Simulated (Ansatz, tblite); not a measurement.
Isomers of Ga₂Te₃⁺ (doublet), found by a short tight-binding search and relaxed with r2SCAN-D4/def2-SVP in Ansatz.

In the def2 sets Te takes a core potential; there is no spin–orbit coupling. The xTB rows come from tblite. LC-ωPBE has ω = 0.4 bohr⁻¹. Correlated methods freeze 30 core orbitals; core or outer-core shells of Ga, Te are correlated, in sets that lack core-valence functions.

Run but left out: HF/STO-3G (A: ⟨S²⟩ 1.96, where a pure state has 0.75).

C: At MP2/def2-TZVP the charge 1 doublet is spin-contaminated (final ⟨S²⟩ up to 0.83, 0.75 for a pure state).

Other spin states weren't relaxed.

A:

Cartesian coordinates in Å:
```
Ga 2.003 -0.687 0.375
Ga -0.916 1.871 -0.534
Te -1.219 -1.324 0.177
Te 0.273 -0.378 -1.937
Te -0.141 0.519 1.918
```

B:

Cartesian coordinates in Å:
```
Ga -2.8332 1.2273 0.7779
Ga 0.4830 -0.1828 0.2296
Te 0.3922 -0.3191 -2.3766
Te -0.6135 0.4236 2.3050
Te 2.5716 -1.1490 -0.9359
```

C:

Cartesian coordinates in Å:
```
Ga 0.031 2.002 0.715
Ga 0.401 -0.619 -0.783
Te -0.374 -2.625 0.472
Te 1.645 1.418 -1.361
Te -1.703 -0.176 0.957
```

Q: Estimate their order by electronic energy at B2PLYP/def2-TZVP, counted from the lowest.

A: A (0.0) < B (1.6) < C (5.4), in kcal/mol.

Q: Do the other levels pick the same lowest one?

A: Not GFN1-xTB, HF/def2-TZVP, LC-ωPBE/def2-TZVP, RPA@PBE/def2-TZVP. Energies above each level's lowest (kcal/mol):

| level | A | B | C |
| --- | --- | --- | --- |
| GFN1-xTB | 1.9 | 12.7 | 0.0 |
| GFN2-xTB | 0.0 | 19.5 | 27.9 |
| HF/def2-TZVP | 13.7 | 0.0 | 9.4 |
| PBE-D4/def2-SVP | 0.0 | 7.4 | 6.0 |
| PBE-D4/def2-TZVP | 0.0 | 9.1 | 7.4 |
| r2SCAN-D4/def2-TZVP | 0.0 | 2.2 | 0.6 |
| PBE0-D4/def2-SVP | 0.0 | 2.6 | 3.5 |
| PBE0-D4/def2-TZVP | 0.0 | 4.9 | 5.1 |
| LC-ωPBE/def2-TZVP | 3.4 | 0.0 | 2.4 |
| B2PLYP/def2-TZVP | 0.0 | 1.6 | 5.4 |
| RPA@PBE/def2-TZVP | 0.5 | 0.0 | 2.0 |
| MP2/def2-TZVP | 0.0 | 1.1 | 3.5 |
Point groups (tolerance 0.1 Å): A not assigned, B Cs, C not assigned. Lower isomers may exist. From def2-SVP to def2-TZVP the PBE0 values move by up to 2.2 kcal/mol, so results in the small set are rough.
